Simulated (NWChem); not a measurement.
CH₄Se₂; SMILES [Se]([SeH])C

```xyz
7

Se    -0.4315    -0.9340     0.0081
C      1.3747    -1.6660     0.0125
H      1.2585    -2.7582     0.0820
H      1.9337    -1.3010     0.8831
H      1.8992    -1.4120    -0.9174
Se     0.0355     1.3440     0.0304
H      0.1251     1.5279    -1.4330
```
Atoms are numbered in this order, from 1.

All runs use the structure optimised with PBE0/def2-SVP.

**Question.** List the 4 lowest vertical singlet excitations from PBE0/def2-SVPD, TDA (NWChem).

**Answer.** 
| state | energy (eV) | oscillator strength | leading excitation (squared amplitude) |
|---|---|---|---|
| S1 | 3.77 | 0.004 | HOMO → LUMO (0.98) |
| S2 | 4.12 | 0.006 | HOMO−1 → LUMO (0.98) |
| S3 | 5.43 | 0.007 | HOMO → LUMO+1 (0.78) |
| S4 | 5.54 | 0.014 | HOMO−1 → LUMO+1 (0.80) |
